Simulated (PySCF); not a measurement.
Tungsten: a sound run and one with changed settings

Sound run: W⁺ [Xe] 4f14 5d4 6s1, W²⁺ [Xe] 4f14 5d4. Calculation: PySCF 2.14, in cc-pVDZ-PP with ECP60MDF (4s4p3d1f, 38 functions); scalar relativity through the core potential. In the sound run the correlated levels freeze 5s2 5p6 outside the core potential. The sound run starts from symmetry-adapted Hartree-Fock orbitals and uses a fine grid where one is needed.

Changed run: initial guess 1e, at most 50 SCF cycles, level shift 0.5 hartree.

```
species  method  sound run (hartree)  changed run (hartree)  converged
     W⁺     UHF            -66.45816              -66.44311        yes
     W⁺    BP86            -67.09321              -67.07747        yes
     W⁺     PBE            -67.02690              -67.01306        yes
    W²⁺     UHF            -65.90812              -65.90812        yes
    W²⁺    BP86            -66.49051              -66.49054         no
    W²⁺     PBE            -66.42878              -66.42879         no
    W²⁺     MP2            -65.93143              -65.92560        yes
```

The plain start fixes occupations by D2h representation alone, and W⁺ at UHF, W⁺ at BP86, W⁺ at PBE landed in another state (other ⟨L²⟩ or ⟨S²⟩). A level shift leaves the converged SCF energy unchanged but raises the virtual orbital energies, which shrinks MP2 if it is not removed.
